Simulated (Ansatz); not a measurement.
Gas-phase electronic energies from Ansatz, PBE0-D4/def2-TZVP geometries. CBS: MP2 limit from def2 TZ/QZ plus the TZ coupled-cluster correction, frozen cores. This one scheme is used for every species. DFT in def2-TZVPP. B3LYP here is the variant with VWN-RPA as its local correlation; programs differ in this. For Br outer-core shells are correlated without core-valence functions, which leaves a few kJ/mol of doubt a bond. Scalar relativity is left out up to krypton.

Consider the hydrogenolysis of a B–Cl bond: `ClB(Cl)Br` + H₂ → `ClBBr` + HCl.

`ClB(Cl)Br`:

Cartesian coordinates in Å:
```
Cl 0.686 1.197 -1.087
B -0.014 0.040 0.000
Cl -1.264 0.525 1.101
Br 0.591 -1.762 -0.014
```

H₂:

Cartesian coordinates in Å:
```
H -0.369 0.056 -0.006
H 0.369 -0.056 0.006
```

`ClBBr`:

```xyz
4

Cl    1.119   -0.820    0.976
B     0.083    0.125   -0.037
Br   -1.667   -0.464   -0.465
H     0.465    1.159   -0.474
```

HCl:

```xyz
2

Cl   -0.614    0.061   -0.167
H     0.614   -0.061    0.167
```

Is it downhill or uphill in electronic energy at CCSD(T)/CBS, and by how much? (Best estimate.)

Computed: Uphill: ΔE = +12.5 kcal/mol.

What do these levels give: revPBE-D4, BLYP-D4, ωB97M-V, B3LYP, HF/def2-SVP, CCSD/CBS(def2)? (An estimate is asked.)

Ansatz gave: revPBE-D4 15.7, BLYP-D4 14.1, ωB97M-V 13.1, B3LYP 10.8, HF/def2-SVP 8.3, CCSD/CBS(def2) 11.1 kcal/mol.

What do rigid-rotor, harmonic-oscillator terms from PBE0-D4/def2-TZVP frequencies (298.15 K, 1 bar) make of the CCSD(T)/CBS value? (An estimate is asked.)

Ansatz gave: ΔZPE = +2.5 kcal/mol, ΔH = +14.4 kcal/mol, ΔS = 31 J/(mol·K), ΔG = +12.2 kcal/mol.

Largest T1 diagnostic among the species: 0.010.

Leaving LDA and LC-ωPBE aside and taking each functional with its dispersion term where it has one, the values, not all of them listed here, spread over 4.0 kcal/mol, from BHLYP-D4 to revPBE-D4. LDA lies +1.5 kcal/mol from PBE without D4. From r2SCAN to r2SCAN0 (25 % exact exchange), in def2-TZVPP and without D4, ΔE moves by −1.2 kcal/mol.
